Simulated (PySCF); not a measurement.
Cl2OZr, multiplicity 1. Atoms are numbered in the order given.

```xyz
4

Zr    -0.1741     0.2954     0.0000
O      0.3478     1.9532     0.0000
Cl     0.1230    -0.8072    -2.0991
Cl     0.1230    -0.8072     2.0991
```

The structure is a stationary point at B3LYP-D3(BJ)/def2-SVP. The multiplicity is an assumed one; other spin states were not compared. The def2 effective core potentials stand for the cores of Zr; spin–orbit coupling is left out.

Method: B3LYP-D3(BJ)/def2-SVP (PySCF).

Frequencies are harmonic and unscaled.

Computed normal modes with their intensities:
```
mode  ν (cm⁻¹)  IR (km/mol)  moving atoms (share of kinetic energy)
----  --------  -----------  --------------------------------------
1           53         48.6                Cl 41 %, Zr 38 %, O 22 %
2          105         12.5                Cl 55 %, Zr 23 %, O 22 %
3          190          3.5                         O 74 %, Cl 23 %
4          365         26.5                        Cl 85 %, Zr 14 %
5          420        124.0                        Cl 54 %, Zr 43 %
6          977        199.4                         O 85 %, Zr 15 %
```
